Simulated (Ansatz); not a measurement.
`O[SiH2]BO[SiH3]` + `BF` → `B[SiH2]O` + `FBO[SiH3]`  (redistribution)

Isolated molecules relaxed with PBE0-D4/def2-TZVP in Ansatz; ΔE leaves out vibrations. CBS: MP2 limit from def2 TZ/QZ plus the TZ coupled-cluster correction, frozen cores. This one scheme is used for every species. DFT in def2-TZVPP. One conformer a species, not always the lowest.

`O[SiH2]BO[SiH3]`:

Z-matrix (Å, degrees):
```
Si
B 1 2.034
O 1 1.658 2 113.1
H 1 1.487 2 111.8 3 118.5
H 1 1.498 2 108.4 3 -123.4
O 2 1.350 1 118.6 3 -167.6
H 2 1.212 1 123.0 3 13.4
H 3 0.957 1 117.2 2 -48.6
Si 6 1.661 2 132.5 1 -179.2
H 9 1.485 6 109.8 2 0.3
H 9 1.481 6 107.9 2 -120.3
H 9 1.482 6 107.8 2 120.8
```

`BF`:

Z-matrix (Å, degrees):
```
B
F 1 1.317
H 1 1.197 2 117.8
H 1 1.198 2 117.8 3 -180.0
```

`B[SiH2]O`:

Cartesian coordinates in Å:
```
B -0.195 0.128 1.360
Si 0.323 0.258 -0.572
O 0.053 -1.089 -1.495
H -0.879 -0.744 1.813
H 0.153 0.991 2.114
H 1.771 0.550 -0.730
H -0.436 1.439 -1.101
H -0.790 -1.532 -1.389
```

`FBO[SiH3]`:

```xyz
8

F    -1.719   -0.408    2.095
B    -0.879   -0.643    1.099
O    -0.378    0.407    0.429
Si    0.670    0.564   -0.842
H    -0.603   -1.779    0.838
H     1.831    1.360   -0.382
H     1.115   -0.775   -1.305
H    -0.038    1.274   -1.932
```

| level | ΔE (kJ/mol) |
| --- | --- |
| PBE-D4 | -13.5 |
| PBE0-D4 | -17.2 |
| ωB97M-V | -17.7 |
| PBE | -15.4 |
| MP2/def2-TZVPP | -15.5 |
| CCSD/def2-TZVPP | -18.7 |
| MP2/def2-QZVPP | -15.5 |
| HF/CBS(def2) | -25.5 |

(1) What does CCSD(T)/CBS give? (Best estimate.)

Largest T1 diagnostic among the species: 0.013.

## Answers

(1) Computed: -16.5 kJ/mol. The listed levels differ from it by 3.0, -0.7, -1.2, 1.1, 1.0, -2.2, 1.0, -9.0 kJ/mol.

In def2-TZVPP, CCSD(T) changes the Hartree–Fock value by +9.3 kJ/mol (the triples alone add +2.3 kJ/mol) and MP2 by +10.2 kJ/mol. From PBE to PBE0 (25 % exact exchange), in def2-TZVPP and without D4, ΔE moves by −3.7 kJ/mol.
